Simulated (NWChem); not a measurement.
Program: NWChem. System: O4Ru, charge 0, spin multiplicity 1, at a geometry optimised with B3LYP/def2-SVP with def2 effective core potentials on Ru. The structure started from a generated list of species. Level: G0W0@PBE/def2-SVPD with def2 effective core potentials on Ru, RI basis def2-svpd-rifit, no spin-orbit coupling.

Part of the output:

```
             Northwest Computational Chemistry Package (NWChem) 7.3.0
             --------------------------------------------------------

                                NWChem Input Module
                                -------------------

 Scaling coordinates for geometry "geometry" by  1.889725989
 (inverse scale =  0.529177249)

 Turning off AUTOSYM since
 SYMMETRY directive was detected!

                             Geometry "geometry" -> ""
                             -------------------------

 Output coordinates in angstroms (scale by  1.889725989 to convert to a.u.)

  No.       Tag          Charge          X              Y              Z
 ---- ---------------- ---------- -------------- -------------- --------------
    1 Ru                  44.0000     0.00000000     0.00000000    -0.00000100
    2 O                    8.0000     0.00000000     1.37075300    -0.96926800
    3 O                    8.0000     0.00000000    -1.37075300    -0.96926800
    4 O                    8.0000    -1.37075800     0.00000000     0.96927000
    5 O                    8.0000     1.37075800     0.00000000     0.96927000

 Effective nuclear repulsion energy (a.u.)     517.9325940861

            Nuclear Dipole moment (a.u.)
            ----------------------------
        X                 Y               Z
 ---------------- ---------------- ----------------
     0.0000000000     0.0000000000    -0.0000226767

      Symmetry information
      --------------------

 Group name             C2v
 Group number             16
 Group order               4
 No. of unique centers     3

      Symmetry unique atoms

     1    2    4


 Summary of "ao basis" -> "" (spherical)
 ------------------------------------------------------------------------------
       Tag                 Description            Shells   Functions and Types
 ---------------- ------------------------------  ------  ---------------------
 *                         def2-svpd                  on all atoms

 Summary of "ri basis" -> "" (spherical)
 ------------------------------------------------------------------------------
       Tag                 Description            Shells   Functions and Types
 ---------------- ------------------------------  ------  ---------------------
 *                      def2-svpd-rifit               on all atoms

  pbe96 is a nonlocal functional; adding pw91lda local functional.

                                 NWChem DFT Module
                                 -----------------

 Summary of "ao basis" -> "ao basis" (spherical)
 ------------------------------------------------------------------------------
       Tag                 Description            Shells   Functions and Types
 ---------------- ------------------------------  ------  ---------------------
 Ru                        def2-svpd                12       34   5s4p2d1f
 O                         def2-svpd                 9       23   4s3p2d

 Summary of "ao basis" -> "ao basis" (spherical)
 ------------------------------------------------------------------------------
       Tag                 Description            Shells   Functions and Types
 ---------------- ------------------------------  ------  ---------------------
 Ru                        def2-svpd                12       34   5s4p2d1f
 O                         def2-svpd                 9       23   4s3p2d

      Symmetry analysis of basis
      --------------------------

        a1         47
        a2         17
        b1         31
        b2         31

            General Information
            -------------------
          SCF calculation type: DFT
          Wavefunction type:  closed shell.
          No. of atoms     :     5
          No. of electrons :    48
           Alpha electrons :    24
            Beta electrons :    24
          Charge           :     0
          Spin multiplicity:     1
          Use of symmetry is: on ; symmetry adaption is: on
          Maximum number of iterations: 100
          This is a Direct SCF calculation.
          AO basis - number of functions:   126
                     number of shells:    48
          Convergence on energy requested:  1.00D-06
          Convergence on density requested:  1.00D-05
[...]
  ----- ------------  ---------------      ----- ------------  ---------------
    41      0.338353  2 O  pz                64     -0.338353  3 O  pz
    40      0.239257  2 O  py                63      0.239257  3 O  py
    86     -0.239265  4 O  py               109     -0.239265  5 O  py
    44      0.234553  2 O  pz                67     -0.234553  3 O  pz
    43      0.165856  2 O  py                66      0.165856  3 O  py

 Vector   23  Occ=2.000000D+00  E=-3.312262D-01  Symmetry=a2
              MO Center= -1.7D-14,  1.3D-09,  1.2D-05, r^2= 3.3D+00
   Bfn.  Coefficient  Atom+Function         Bfn.  Coefficient  Atom+Function
  ----- ------------  ---------------      ----- ------------  ---------------
    39      0.338358  2 O  px                62     -0.338358  3 O  px
    86      0.338361  4 O  py               109     -0.338361  5 O  py
    42      0.234555  2 O  px                65     -0.234555  3 O  px
    89      0.234557  4 O  py               112     -0.234557  5 O  py
    45      0.066989  2 O  px                68     -0.066989  3 O  px

 Vector   24  Occ=2.000000D+00  E=-3.312259D-01  Symmetry=b1
              MO Center= -1.2D-14, -1.3D-09,  4.7D-01, r^2= 3.1D+00
   Bfn.  Coefficient  Atom+Function         Bfn.  Coefficient  Atom+Function
  ----- ------------  ---------------      ----- ------------  ---------------
    87      0.338364  4 O  pz               110     -0.338364  5 O  pz
    39     -0.239250  2 O  px                62     -0.239250  3 O  px
    85      0.239255  4 O  px               108      0.239255  5 O  px
    90      0.234560  4 O  pz               113     -0.234560  5 O  pz
    42     -0.165852  2 O  px                65     -0.165852  3 O  px

 Vector   25  Occ=0.000000D+00  E=-2.114373D-01  Symmetry=a2
              MO Center=  1.1D-14, -1.4D-15, -1.2D-06, r^2= 2.4D+00
   Bfn.  Coefficient  Atom+Function         Bfn.  Coefficient  Atom+Function
  ----- ------------  ---------------      ----- ------------  ---------------
    18      0.714037  1 Ru d -2              39     -0.275486  2 O  px
    62      0.275486  3 O  px                86      0.275485  4 O  py
   109     -0.275485  5 O  py                42     -0.197059  2 O  px
    65      0.197059  3 O  px                89      0.197058  4 O  py
   112     -0.197058  5 O  py                23      0.085102  1 Ru d -2

 Vector   26  Occ=0.000000D+00  E=-2.114373D-01  Symmetry=a1
              MO Center=  2.6D-16, -3.5D-15,  4.5D-06, r^2= 2.4D+00
   Bfn.  Coefficient  Atom+Function         Bfn.  Coefficient  Atom+Function
  ----- ------------  ---------------      ----- ------------  ---------------
    20      0.714037  1 Ru d  0              41      0.224932  2 O  pz
    64      0.224932  3 O  pz                87     -0.224935  4 O  pz
   110     -0.224935  5 O  pz                44      0.160898  2 O  pz
    67      0.160898  3 O  pz                90     -0.160900  4 O  pz
   113     -0.160900  5 O  pz                40      0.159052  2 O  py

 Vector   27  Occ=0.000000D+00  E=-1.318372D-01  Symmetry=b1
              MO Center= -7.6D-10, -1.3D-14,  1.8D-01, r^2= 2.4D+00
   Bfn.  Coefficient  Atom+Function         Bfn.  Coefficient  Atom+Function
  ----- ------------  ---------------      ----- ------------  ---------------
    21      0.721978  1 Ru d  1              85     -0.314640  4 O  px
   108     -0.314640  5 O  px                88     -0.280015  4 O  px
   111     -0.280015  5 O  px                26      0.241377  1 Ru d  1
     6     -0.230112  1 Ru px                39     -0.200689  2 O  px
    62     -0.200689  3 O  px                83     -0.184901  4 O  s

 center of mass
 --------------
 x =   0.00000000 y =   0.00000000 z =  -0.00000043

 moments of inertia (a.u.)
 ------------------
         429.297134342047           0.000000000000           0.000000000000
           0.000000000000         429.298700261665           0.000000000000
           0.000000000000           0.000000000000         429.298585827710

     Multipole analysis of the density
     ---------------------------------

     L   x y z        total         alpha         beta         nuclear
     -   - - -        -----         -----         ----         -------
     0   0 0 0     -0.000000    -24.000000    -24.000000     48.000000

     1   1 0 0      0.000000      0.000000      0.000000      0.000000
     1   0 1 0     -0.000000     -0.000000     -0.000000      0.000000
     1   0 0 1     -0.000013     -0.000022     -0.000022      0.000030

     2   2 0 0    -32.925093    -70.142142    -70.142142    107.359192
     2   1 1 0     -0.000000     -0.000000     -0.000000      0.000000
     2   1 0 1     -0.000000     -0.000000     -0.000000      0.000000
     2   0 2 0    -32.925037    -70.141723    -70.141723    107.358408
     2   0 1 1     -0.000000     -0.000000     -0.000000      0.000000
     2   0 0 2    -32.925054    -70.141760    -70.141760    107.358466

 Task  times  cpu:       19.9s     wall:       19.9s

                                NWChem Input Module
                                -------------------

                                 NWChem GW Module
                                 ----------------

                             ***********************
                             ***        GW       ***
                             ***********************

 Summary of "ri basis" -> "ri basis" (spherical)
 ------------------------------------------------------------------------------
       Tag                 Description            Shells   Functions and Types
 ---------------- ------------------------------  ------  ---------------------
 Ru                     def2-svpd-rifit             33      141   9s8p7d5f3g1h
 O                      def2-svpd-rifit             20       64   7s6p5d2f

                 Memory Information
                 ------------------
          Available GA per process is          1699.9 MBs
          Available stack per process is        700.0 MBs
          Available heap per process is           0.1 MBs

          Peak memory in Initialization
              Peak GA per process is                 11.2 MBs
              Peak stack per process is               0.2 MBs
              Peak heap per process is               11.8 MBs
              Memory not in MA per process            0.0 MBs

          Peak memory in AFF Calculation
              Peak GA per process is                 62.9 MBs
              Peak stack per process is              45.7 MBs
              Peak heap per process is                0.0 MBs
              Memory not in MA per process           45.7 MBs

          Computing 2-center integrals
          Computing Inverse Cholesky factor
          Computing 3-center integrals
          Computing V_xc ...

          Computing Sigma_x
          Computing RPA polarizability
          Solving quasiparticle equations

                  Alpha Orbitals
          State     Energy (eV)     Error (eV)
          -----------------------------------
@GW        21        -11.742           0.005
@GW        22        -11.073           0.002
@GW        23        -11.073           0.002
@GW        24        -11.073           0.002
@GW        25         -2.261           0.002
@GW        26         -2.261           0.002

   Applying  -2.0599 eV scissor-shift to rest of particle states

   Applying   3.4922 eV scissor-shift to rest of hole states

     GW Timing Statistics
   ------------------------
   Init.   :          0.2s
     ERIs  :          3.2s
     Distr.:          0.0s
     Vxc   :          0.4s
   Sigma_x :          0.0s
   RPA     :          5.4s
   Wmn     :          0.1s
   Sigma_c :          0.1s
   GW total:          9.5s

 Task  times  cpu:        9.5s     wall:        9.5s

 Total times  cpu:       29.4s     wall:       29.4s
```

Question: Write an NWChem input that would produce this output.

Answer: This is not unique; one that fits is 
```
start mol
memory heap 200 mb stack 700 mb global 1700 mb
geometry units angstroms nocenter noautoz
  Ru     0.000000     0.000000    -0.000001
  O      0.000000     1.370753    -0.969268
  O      0.000000    -1.370753    -0.969268
  O     -1.370758     0.000000     0.969270
  O      1.370758     0.000000     0.969270
  symmetry group C2v
end
basis spherical
  * library def2-svpd
end
ecp
  Ru library def2-ecp
end
basis "ri basis" bse spherical
  * library def2-svpd-rifit
end
dft
  xc xpbe96 cpbe96
  iterations 100
  direct
  tolerances tight
end
task dft energy
gw
  states alpha occ 4 vir 2
end
task dft gw
```
